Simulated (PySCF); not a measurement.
# RbCl, PBE0: how much the basis matters

PySCF, UKS reference; singlet, unpaired electrons none; De to Rb + Cl without counterpoise correction.

```
       basis                           relativity  functions  Re (Å)  ωe (cm⁻¹)  De (eV)   μ (D)
    def2-SVP  scalar-relativistic core potentials         42   2.815        244     4.11  -10.34
   def2-SVPD  scalar-relativistic core potentials         54   2.856        225     4.28  -11.04
 x2c-TZVPall                        spin-free X2C        100   2.771        237     4.26  -10.13
x2c-TZVPPall                        spin-free X2C        121   2.773        237     4.28  -10.11
```

How does each smaller set differ from the one with most functions, x2c-TZVPPall?

def2-SVP: +4.2 pm, +3.0 % in ωe, -0.17 eV in De; def2-SVPD: +8.3 pm, -5.1 % in ωe, +0.00 eV in De; x2c-TZVPall: -0.2 pm, +0.0 % in ωe, -0.02 eV in De. All at PBE0; the set with most functions is neither the basis-set limit nor always the best. The rows treat relativity differently, so the differences are not basis effects alone.

A positive dipole means Rb(−)Cl(+).
